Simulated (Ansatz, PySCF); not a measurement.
Spin states of O2Os (SMILES [O]=[Os]=[O]), each relaxed with B3LYP-D3(BJ)/def2-TZVP.
State 1 (charge 0, multiplicity 3):
| atom | x (Å) | y (Å) | z (Å) |
|---|---|---|---|
| Os | 0.2581 | -0.2065 | 0.2603 |
| O | 1.0451 | 0.3136 | -1.1485 |
| O | -1.3363 | -0.0597 | 0.8179 |
State 2 (charge 0, multiplicity 5):
```
atom    x (Å)    y (Å)    z (Å)
----  -------  -------  -------
Os     0.3456  -0.2788   0.3525
O      0.9527   0.3421  -1.1545
O     -1.3314  -0.0159   0.7316
```

Singlets are restricted, other states unrestricted; no spin–orbit coupling, no relativity up to Kr; see below for the cores. The largest T1 diagnostic is 0.058.

Correlated levels freeze the inner cores; with def2 sets outer-core shells near the valence are correlated too.

Codes used: Ansatz (Gaussian orbitals); PySCF for the dispersion terms. Each number belongs to the level named beside it. In def2 rows elements past Kr take small-core potentials, without spin–orbit coupling.

Question: Estimate the energy of the multiplicity-5 state less that of the multiplicity-3 state that wB97X-V/def2-TZVPP returns for this input.

Answer: 26.1 kcal/mol

Question: What is the computed energy of the multiplicity-5 state less that of the multiplicity-3 state (B2PLYP-D4/def2-TZVPP)?

Answer: 28.0 kcal/mol

Question: Estimate the energy of the multiplicity-5 state less that of the multiplicity-3 state that SVWN5/def2-TZVPP returns for this input.

Answer: 30.9 kcal/mol

Ansatz is a program for electronic structure.
